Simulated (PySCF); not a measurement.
Constitutional and geometric isomers with formula C2H3NSi. All species are isolated molecules in the gas phase. Strings in code marks are SMILES.

Quantity: electronic energy of isomers of C2H3NSi relative to `C=[SiH]C#N`, in kJ/mol.

A: `C=[si]1cn1`
B: `[H]/N=[SiH]/C#C`
C: `C#CN=[SiH2]`
D: `N=[si]1cc1`

Q: Put the candidates in order of electronic energy of isomers of C2H3NSi relative to `C=[SiH]C#N`, lowest first, for B3LYP-D3(BJ)/def2-TZVP (PySCF).

A: B (68.9 kJ/mol), D (97.7 kJ/mol), C (111.2 kJ/mol), A (168.6 kJ/mol)
